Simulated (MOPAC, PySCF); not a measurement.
C₃H₄O₂, SMILES `OC1(O)C=C1` (H–O–C–O torsion -53°, O–C–O–H torsion -53°), neutral singlet in the gas phase. 

Z-matrix (Å, degrees):
```
C
O 1 1.4060
H 2 0.9661 1 107.56
O 1 1.4060 2 110.84 3 -52.74
H 4 0.9661 1 107.55 2 -52.66
C 1 1.4630 2 122.64 3 95.44
C 6 1.3036 1 63.54 2 103.04
H 7 1.0770 6 148.44 1 -179.82
H 6 1.0770 7 148.44 8 0.38
```
Charge 0, multiplicity 1.

All levels are single points at this geometry (B3LYP-D3(BJ)/def2-TZVP); Pople sets use spherical d functions. Orbital energies aren't observables, and empty levels follow the basis.

| level | HOMO (eV) | LUMO (eV) | gap (eV) | dipole (D) | vertical IE, Delta-SCF (eV) |
|---|---|---|---|---|---|
| B3LYP-D3(BJ)/def2-TZVP in PySCF | -7.11 | -0.33 | 6.78 | 0.17 | 9.64 |
| PBE-D3(BJ)/def2-TZVP in PySCF | -5.82 | -1.15 | 4.67 | 0.09 | 9.25 |
| B3LYP/3-21G in PySCF | -6.46 | 0.27 | 6.73 | 0.04 | – |
| BP86/6-31G* in PySCF | -5.46 | -0.72 | 4.73 | 0.07 | – |
| PBE/6-31G* in PySCF | -5.33 | -0.63 | 4.71 | 0.06 | 8.93 |
| HF/6-31G* in PySCF | -10.53 | 4.70 | 15.23 | 0.21 | 9.24 |
| HF/STO-3G in PySCF | -8.68 | 8.36 | 17.04 | 0.21 | – |
| AM1 in MOPAC | -10.78 | 0.78 | 11.56 | 0.33 | – |
| PM7 in MOPAC | -10.74 | 0.26 | 10.99 | 0.21 | – |
